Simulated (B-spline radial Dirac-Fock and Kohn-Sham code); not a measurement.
**Pr⁴⁴⁺: scattering cross sections and density moments**

System: Pr⁴⁴⁺, configuration [Ne] 3s2 3p3.

Input file task.json (cfg lists n, l and occupation; rrms is the nuclear radius in fm):

```json
{"items": [{
  "Z": 59,
  "q": 44,
  "cfg": [[1, 0, 2], [2, 0, 2], [2, 1, 6], [3, 0, 2], [3, 1, 3]],
  "A": 141,
  "rrms": 4.8919,
  "do": ["scatter"],
  "s": [0.0, 0.06, 0.08, 0.09, 0.12, 0.14, 0.17, 0.21, 0.26, 0.32, 0.39, 0.47, 0.58, 0.71, 0.86, 1.06, 1.29, 1.58, 1.93, 2.36, 2.89, 3.53, 4.32],
  "pz": [0, 0.1, 0.14, 0.2, 0.28, 0.4, 0.56, 0.79, 1.1, 1.6, 2.2, 3.1, 4.4, 6.2, 8.8, 12.0, 18.0, 25.0, 35.0, 49.0, 70.0],
  "hv_scatter": [1000, 2000, 5000, 8047.8, 10000, 17479.3, 100000, 1000000]
}]}
```

Run with: `python xray_run.py task.json out`

Level of theory: relativistic Hartree-Fock (Dirac-Fock) wave functions, averaged over the configuration; a radial finite-basis atomic code.

```
Sum of ⟨r⟩                          : 1.996 bohr
Sum of ⟨r²⟩                         : 0.4215 bohr²
Sum of ⟨1/r⟩                        : 277.09 per bohr
Langevin diamagnetic susceptibility : -0.334 × 10⁻⁶ cm³/mol
Lamb shielding (α²/3)Σ⟨1/r⟩         : 4918 ppm
```

Coherent scattering is the Thomson cross section weighted by f₀², without anomalous dispersion; incoherent scattering is Klein-Nishina weighted by S. The Lamb formula is the non-relativistic shielding expression. Electron correlation is left out. A dash stands where the photon energy is too low for the impulse approximation behind that column.

```
hν (keV)  coherent (b)  incoherent (b)  incoherent per electron (b)
       1         149.5               –                            –
       2         148.9               –                            –
       5         144.8               –                            –
  8.0478         137.7               –                            –
      10         131.9               –                            –
 17.4793         106.4           1.642                        0.109
     100         15.59           5.161                        0.344
    1000        0.2453           3.106                        0.207
```

Incoherent scattering overtakes coherent scattering between 100 and 1000 keV.

Values without a named source are computed, but for edge energies of neutral atoms, which are taken from tables.
